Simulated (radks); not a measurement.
Results of a calculation; reference values are marked as such.
Ionisation of Os3+, [Xe] 4f14 5d5, to Os4+, [Xe] 4f14 5d4, under several functionals. Dirac Kohn-Sham, spin-unpolarised, spherical densities, finite nucleus; open shells fill j = l - 1/2 first; a radial shooting solver on a logarithmic mesh with Libxc functionals.

functional                               E(Os3+) (hartree)  Exc (hartree)  IE (eV)  -e(HOMO) (eV)  <r> HOMO (bohr)  IE error (eV)
AM05                                           -17267.1815      -330.3775   40.650         34.210            1.629         -0.350
BP86                                           -17278.7446      -342.0427   40.742         34.313            1.631         -0.258
LDA (Slater exchange, VWN5 correlation)        -17266.8029      -329.9871   40.949         34.508            1.634         -0.051
B86b exchange with PBE correlation             -17277.9543      -341.2444   40.652         34.215            1.633         -0.348
HCTH/407                                       -17286.6806      -350.3421   41.025         34.550            1.620         +0.025

NIST Atomic Spectra Database: 41 eV (theoretical). Closest: HCTH/407. The Delta-SCF values span 0.38 eV, the total energies 19.88 hartree. The highest occupied level is 5d5/2. Spin polarisation and multiplet splitting are left out, so open shells lie too high by an amount that depends on their filling.

Beside tabulated values, note that spin-unpolarised runs miss the spin-polarisation part of the exchange energy of open shells.
